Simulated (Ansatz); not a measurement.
`FC(F)(F)S` and `O=C(Cl)C(F)(F)F` differ in one atom or group.

Ansatz, PBE0-D4/def2-TZVP geometries, multiplicity 1. Each molecule was computed in one conformer, which needn't be the lowest.

| property | `FC(F)(F)S` |
| --- | --- |
| HOMO energy (B3LYP/def2-TZVPP) / eV | -7.97 |
| HOMO energy (PBE0/def2-TZVPP) / eV | -8.22 |
| size of the dipole moment (B3LYP/def2-TZVPP) / D | 1.47 |
| LUMO energy (B3LYP/def2-TZVPP) / eV | -0.68 |
| HOMO–LUMO gap (ωB97M-V/def2-TZVPP) / eV | 12.20 |
| ideal-gas entropy at 298 K and 1 bar (rigid rotor, harmonic PBE0-D4/def2-TZVP) / J/(mol·K) | 306 |

Task: What does the change do to each property? (An estimate is asked.)

Result: The calculation gave: 
| property | `O=C(Cl)C(F)(F)F` | shift |
| --- | --- | --- |
| HOMO energy (B3LYP/def2-TZVPP) / eV | -9.25 | -1.28 |
| HOMO energy (PBE0/def2-TZVPP) / eV | -9.50 | -1.28 |
| size of the dipole moment (B3LYP/def2-TZVPP) / D | 0.92 | -0.55 |
| LUMO energy (B3LYP/def2-TZVPP) / eV | -2.51 | -1.83 |
| HOMO–LUMO gap (ωB97M-V/def2-TZVPP) / eV | 11.94 | -0.26 |
| ideal-gas entropy at 298 K and 1 bar (rigid rotor, harmonic PBE0-D4/def2-TZVP) / J/(mol·K) | 345 | 39 |

With PBE0 the HOMO falls by 1.28 eV and the LUMO falls by 1.87 eV, so the gap narrows by about 0.59 eV. PBE moves the HOMO by -1.01 eV and ωB97M-V by -1.31 eV. The zero-point energy changes by 3.5 kJ/mol with +3 modes. Dipoles are sizes alone; their direction can turn. Modes under 60 cm⁻¹, often nearly free rotors, make the harmonic entropy too high.

B3LYP here is the variant with VWN-RPA as its local correlation; programs differ in this.
